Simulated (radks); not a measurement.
The numbers below are computed, except where a source is named.
Polarisability of the aluminium ion Al2+, [Ne] 3s1, at imaginary frequency. Code: a radial shooting solver on a logarithmic mesh with Libxc functionals. Model: non-relativistic Kohn-Sham, exchange-only LDA, spin-unpolarised, spherical densities, point nucleus. Response by self-consistent Sternheimer equations with the Hartree and adiabatic exchange-only LDA kernel.

| w (hartree) | alpha1(iw) (bohr^3) | alpha2(iw) (bohr^5) |
|---|---|---|
| 0.00266 | 12.18 | 40.76 |
| 0.0143 | 12.15 | 40.73 |
| 0.0360 | 11.97 | 40.55 |
| 0.0697 | 11.42 | 40.00 |
| 0.118 | 10.23 | 38.65 |
| 0.186 | 8.287 | 35.92 |
| 0.280 | 5.943 | 31.23 |
| 0.413 | 3.803 | 24.56 |
| 0.605 | 2.250 | 16.99 |
| 0.892 | 1.285 | 10.24 |
| 1.35 | 0.7361 | 5.400 |
| 2.12 | 0.4294 | 2.506 |
| 3.59 | 0.2407 | 1.002 |
| 6.94 | 0.1065 | 0.3147 |
| 17.5 | 0.02502 | 0.05704 |

Static values: alpha1 = 12.18 bohr^3 (1.805 angstrom^3; uncoupled 15.90), alpha2 = 40.76 bohr^5, alpha3 = 261.5 bohr^7. C6 = 31.26, C8 = 680.6, triple-dipole C9 = 278.0 atomic units. One-pole (London) frequency 4 C6 / (3 alpha1^2) = 0.281 hartree, against 0.836 for minus the highest occupied eigenvalue. The dipole shielding factor is 0.846, as the force sum rule N/Z = 0.846 demands.
